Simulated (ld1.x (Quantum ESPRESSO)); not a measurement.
PBE PAW dataset for Ba, scalar-relativistic all-electron reference.

ld1.x (Quantum ESPRESSO) 7.5 input, shortened:

```
&input
   title='Ba', zed=56., rel=1, dft='PBE', iswitch=3,
   config='[Xe] 5d0 6s2 6p0'
 /
 &inputp
   pseudotype=3, lpaw=.true., tm=.true., lloc=-1, rcloc=3.85,
   nlcc=.true., new_core_ps=.true., rcore=2.35,
   which_augfun='PSQ', rmatch_augfun_nc=.true.
 /
6
6S  1  0   2.00   0.00  2.85  3.95  0.0
6S  1  0   0.00   0.40  2.85  3.95  0.0
6P  2  1   0.00   0.00  4.05  4.75  0.0
6P  2  1   0.00   0.80  4.05  4.75  0.0
5D  3  2   0.00   0.00  2.40  2.65  0.0
5D  3  2   0.00   2.95  2.40  2.65  0.0
 &test
   configts(1)='5d0 6s2 6p0'
 /
```

All-electron outer shells of the reference configuration (PBE, scalar-relativistic, ld1.x):

| shell | level (eV) | outermost node (bohr) | outermost maximum (bohr) |
| --- | --- | --- | --- |
| 5s | -33.67 | 0.80 | 1.47 |
| 5p | -18.74 | 0.86 | 1.67 |
| 6s | -3.23 | 1.97 | 4.16 |
| 5d | -2.02 | 1.00 | 2.49 |
| 6p | -1.24 | 2.36 | 5.40 |

Task: Is a potential produced?

Result: No. ld1.x (Quantum ESPRESSO) 7.5 stopped with "run_pseudo: Errors in PS-KS equation": the pseudo-atom solver did not find the valence states with the expected number of nodes, which is the usual sign of a ghost state. Before that it printed "Warning: n=1, l=0 expected 0 nodes, found 1".
